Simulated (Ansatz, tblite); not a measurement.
Forces on the cluster Al₄Ga₃⁺ at its PBE-D4/def2-SVP geometry. Charge 1, multiplicity 1.

The xTB rows come from tblite. The restricted singlet is unstable towards broken spin symmetry at other levels; at PBE-D4/def2-TZVP this wasn't settled. Another isomer (singlet) lies 2.17 eV lower at PBE0-D4/def2-TZVP; other spin states weren't run for this one.

GFN1-xTB (tblite), largest force 1.20 eV/Å:

```xyz
7
positions Å, forces eV/Å
Al   -1.350   -1.412    0.759    0.046   -0.493    0.110
Al    0.873   -1.859   -0.399   -0.085   -0.467    0.161
Al   -1.176    0.859    2.051   -1.025    0.133    0.148
Al    2.518    0.123    0.077    0.653   -0.225   -0.752
Ga    2.112    0.231   -2.554    0.387    0.015    0.434
Ga   -3.056    1.293    0.211    0.164    0.051    0.558
Ga    0.078    0.766   -0.145   -0.141    0.987   -0.659
```

GFN2-xTB (tblite), largest force 0.80 eV/Å:

```
Al -0.277 0.157 0.087
Al 0.255 0.055 -0.211
Al -0.176 -0.099 0.542
Al 0.484 -0.242 0.197
Ga -0.013 -0.224 -0.062
Ga -0.107 -0.210 -0.005
Ga -0.165 0.564 -0.547
```

PBE-D4/def2-TZVP (Ansatz), largest force 0.05 eV/Å:

```
Al 0.012 0.011 0.021
Al 0.015 0.012 -0.001
Al -0.008 -0.022 -0.030
Al -0.043 -0.024 -0.008
Ga 0.010 -0.003 0.011
Ga 0.005 0.000 0.017
Ga 0.009 0.025 -0.012
```
